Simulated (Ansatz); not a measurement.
The cluster SiO₄H₄. Total charge 0; singlet. Geometry r2SCAN-D4/def2-SVP; atoms count from 1.

```tsv
atom	x (Å)	y (Å)	z (Å)
Si1	-0.535	-0.395	-0.003
O2	-0.501	-2.055	-0.347
O3	0.239	1.471	-0.490
O4	0.313	-0.133	1.413
O5	0.164	-1.042	-1.372
H6	-1.894	0.159	0.012
H7	0.568	-0.964	1.835
H8	0.777	1.370	-1.292
H9	0.870	1.590	0.244
```

The restricted singlet is unstable towards broken spin symmetry in Hartree–Fock (as tested in another run); at PBE0-D4/def2-TZVP this wasn't settled. The structure comes from a short search, and lower isomers may exist.

(1) Estimate the Mulliken populations from the PBE0/def2-TZVP orbitals of Ansatz.

(2) And the Mayer bond orders between heavy atoms (over 0.3)?

Answers

(1) 
```json
{"atom": "Si1", "charge (e)": "0.67"}
{"atom": "O2", "charge (e)": "-0.31"}
{"atom": "O3", "charge (e)": "-0.50"}
{"atom": "O4", "charge (e)": "-0.58"}
{"atom": "O5", "charge (e)": "-0.32"}
{"atom": "H6", "charge (e)": "-0.04"}
{"atom": "H7", "charge (e)": "0.34"}
{"atom": "H8", "charge (e)": "0.37"}
{"atom": "H9", "charge (e)": "0.37"}
```
Mulliken values depend strongly on the basis.

(2) Si1–O2 1.01 (1.70 Å); Si1–O3 0.44 (2.08 Å); Si1–O4 1.13 (1.67 Å); Si1–O5 1.09 (1.67 Å); O2–O5 0.82 (1.59 Å).
